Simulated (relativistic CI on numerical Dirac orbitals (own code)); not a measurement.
Calculated at this level of theory: Dirac-Coulomb-Breit CI, KLI orbitals optimised for each configuration, model QED (radiative potential, 1s self-energy scaled to tabulated hydrogen-like ionisation energies), valence Slater integrals scaled by 0.85, configuration energies shifted to the measured levels that pair with them (semi-empirical) (own radial code, finite nucleus).

Configurations in the expansion (outside the closed core [Ne]): 3s2 3p6, 3s2 3p5 3d, 3s2 3p5 4s, 3s2 3p5 4p, 3s 3p6 3d, 3s2 3p5 4d, 3s2 3p5 5s, 3s2 3p5 6s, 3s 3p6 4p, 3s2 3p4 3d2, 3p6 3d2, 3s2 3p5 4f, 3s2 3p5 5p, 3s 3p5 3d2, 3s2 3p5 5d, 3s2 3p5 5f, 3s2 3p5 5g, 3s 3p6 4s, 3s2 3p4 3d 4s, 3s 3p6 4d, 3s 3p6 5s, 3s2 3p4 3d 4p, 3s 3p6 4f, 3s 3p6 5p, 3s 3p6 5d, 3s 3p6 5f, 3s 3p6 5g. Levels of other configurations are missing.

Configurations whose levels could be paired with our table of measured levels were shifted onto them, all but the ground configuration, by the median error of their levels; single terms can still be off by 1,000 to 2,000 cm⁻¹ or more, and rates follow the energies as ν³ (E1, M1) or ν⁵ (E2). The others borrow a shift and can be off by several thousand cm⁻¹ or more. 35 of the 44 excited levels that our extract of the measured tables holds in this range could be paired (the sources list more); they are missed by 545 cm⁻¹ on average and 3800 at most, after the shifts were fitted to these levels, and levels without a partner can miss by more.

Outline of the computed level scheme of Ti V. Lowest level of each configuration: 3s2 3p6 1S_0 at 0.0000 eV; 3s2 3p5 3d 3P°_0 at 34.1060 eV; 3s2 3p5 4s 3P°_2 at 53.8524 eV; 3s2 3p5 4p 3S_1 at 59.7500 eV; 3s 3p6 3d 3D_2 at 61.0826 eV; 3s2 3p4 3d2 5S_2 at 67.1901 eV.

Some strong electric-dipole decays among the lowest 45 levels: 3s2 3p5 3d 1P°_1 → 3s2 3p6 1S_0 (1.5e+11 s⁻¹); 3s2 3p5 4s 1P°_1 → 3s2 3p6 1S_0 (6.5e+09 s⁻¹); 3s2 3p5 4p 3D_3 → 3s2 3p5 3d 3F°_4 (4.2e+09 s⁻¹); 3s2 3p5 4p 3D_2 → 3s2 3p5 3d 3F°_3 (3.5e+09 s⁻¹); 3s2 3p5 4p 3S_1 → 3s2 3p5 3d 3P°_2 (2.0e+09 s⁻¹); 3s2 3p5 4p 3S_1 → 3s2 3p5 3d 3P°_1 (1.7e+09 s⁻¹); 3s2 3p5 4s 3P°_1 → 3s2 3p6 1S_0 (1.6e+09 s⁻¹); 3s2 3p5 4p 3P_0 → 3s2 3p5 3d 3P°_1 (1.3e+09 s⁻¹).

LS names give the leading component of a level, which can be under half, so a name can repeat, a term be missing and a line seem to break the LS rules.
